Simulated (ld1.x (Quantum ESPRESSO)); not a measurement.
Plane-wave convergence, ultrasoft potential for antimony

antimony, ultrasoft, made with ld1.x (Quantum ESPRESSO) 7.5 (BP86, scalar-relativistic). Core [Kr], reference 4d10 5s2 5p2.75 (charge +0.25). Waves: 5s (bound): rcut 1.35, rcutus 1.75 bohr; 5s channel at -0.45 Ry: rcut 1.35, rcutus 1.75 bohr; 5p (bound): rcut 1.60, rcutus 2.20 bohr; 5p channel at -0.05 Ry: rcut 1.60, rcutus 2.20 bohr; 4d (bound): rcut 0.80, rcutus 0.95 bohr; 4d channel at -2.05 Ry: rcut 0.80, rcutus 0.95 bohr; 4f channel at -0.15 Ry: rcut 1.60, rcutus 1.80 bohr; 4f channel at 0.85 Ry: rcut 1.60, rcutus 1.80 bohr. Local part: all-electron potential smoothed inside 0.80 bohr (lloc = -2). Core correction: Bessel-smoothed model core, default radius (core density twice the valence density). Augmentation charge: PSQ, inside the norm-conserving radii.

The pseudo-atom Hamiltonian at the reference potential is diagonalised in spherical Bessel functions j_l(qr) that vanish at 20 bohr, with q² up to the cutoff. All-electron valence levels (Ry): 5s -1.0898, 5p -0.4887, 4d -2.6136.

Task: How do the lowest levels (Ry) of each channel move with the cutoff, and are there ghosts?

Result:

```tsv
cutoff (Ry)	s #1	s #2	s #3	p #1	p #2	p #3	d #1	d #2	f #1	f #2	Σ f·Δε (mRy)
8	-5.5327	-1.0387	-0.0940	-0.4886	-0.0294	0.0767	-0.2034	0.0182	0.0662	0.1863	24206.8
21	-16.0041	-1.0894	-0.1005	-0.4887	-0.0295	0.0767	-1.0535	0.0040	0.0662	0.1861	15604.7
45	-21.2590	-1.0898	-0.1006	-11.1237	-0.4887	-0.0295	-2.1339	-0.0039	0.0662	0.1861	4799.6
90	-21.9455	-1.0899	-0.1006	-13.8166	-0.4888	-0.0295	-2.5970	-0.0070	0.0662	0.1861	168.0
160	-21.9538	-1.0899	-0.1006	-13.8584	-0.4888	-0.0295	-2.6132	-0.0071	0.0662	0.1861	6.1
300	-21.9545	-1.0899	-0.1006	-13.8609	-0.4888	-0.0295	-2.6138	-0.0071	0.0662	0.1861	0.4
400	-21.9546	-1.0899	-0.1006	-13.8609	-0.4888	-0.0295	-2.6138	-0.0071	0.0662	0.1861	0.0
```

Result: ghost states, extra bound levels that the all-electron valence spectrum of the same l lacks: s at -298.7 eV, p at -188.6 eV (a true bound ghost makes a file unfit for plane-wave use); 10 mRy is reached at 140 Ry and 1 mRy at 230 Ry.
